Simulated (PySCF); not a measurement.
All values below come from r2SCAN-D4/def2-TZVP (PySCF). All species are isolated molecules in the gas phase. One relaxed conformer stands for a flexible species; it need not be the lowest. Excitations are Tamm–Dancoff values on a coarser integration grid. The basis has no diffuse functions, so Rydberg states are missing or too high.

Reference species (SMILES): `C=[SiH]N` (neutral, multiplicity 1).

S1–T1 gap (TDA): 2.02 eV
brightest of the four lowest singlets (TDA): 5.76 eV
HOMO–LUMO gap: 4.31 eV

Changed species: `[SiH](=N/[H])/C`.

Question: Predict the effect on the S1–T1 gap (TDA), brightest of the four lowest singlets (TDA) and HOMO–LUMO gap.

Answer: the S1–T1 gap (TDA) decreases by 0.82 eV, to 1.20 eV; the brightest of the four lowest singlets (TDA) increases by 1.20 eV, to 6.96 eV; the HOMO–LUMO gap rises by 0.20 eV, to 4.51 eV.
